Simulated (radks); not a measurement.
Problem. Ionisation of the lead ion Pb3+, [Xe] 4f14 5d10 6s1, to [Xe] 4f14 5d10 as the strength of local exchange is varied. Method: scalar-relativistic Kohn-Sham, Slater X-alpha exchange (alpha = 2/3 is LDA exchange), no correlation, spin-unpolarised, spherical densities, finite nucleus; Fermi nuclear charge, rms radius 5.5012 fm; computed with a radial shooting solver on a logarithmic mesh with Libxc functionals.

| alpha | E(Pb3+) (hartree) | exchange (hartree) | IE (eV) | -e of the level emptied (eV) | <r> of it (bohr) |
|---|---|---|---|---|---|
| 0.626 | -20831.9915 | -343.0991 | 41.264 | 36.062 (6s) | 2.113 |
| 0.635 | -20836.9550 | -348.1168 | 41.385 | 36.181 (6s) | 2.110 |
| 0.667 | -20854.6128 | -365.9768 | 41.814 | 36.605 (6s) | 2.100 |
| 0.675 | -20859.0296 | -370.4466 | 41.921 | 36.711 (6s) | 2.097 |
| 0.737 | -20893.2925 | -405.1514 | 42.759 | 37.539 (6s) | 2.078 |
| 0.947 | -21009.7715 | -523.5463 | 45.641 | 40.400 (6s) | 2.015 |
| x | -21048.1871 | -562.7323 | 46.604 | 41.358 (6s) | 1.996 |

Which alpha was used in the last row?

Solution. alpha = 1.016. NIST Atomic Spectra Database: 42.333 eV (measured). The Delta-SCF value meets it near alpha = 0.71. Spin polarisation and multiplet splitting are left out, so open shells lie too high by an amount that depends on their filling.

Beside tabulated values, note that spin-unpolarised runs miss the spin-polarisation part of the exchange energy of open shells, and scalar-relativistic runs lack spin-orbit coupling.
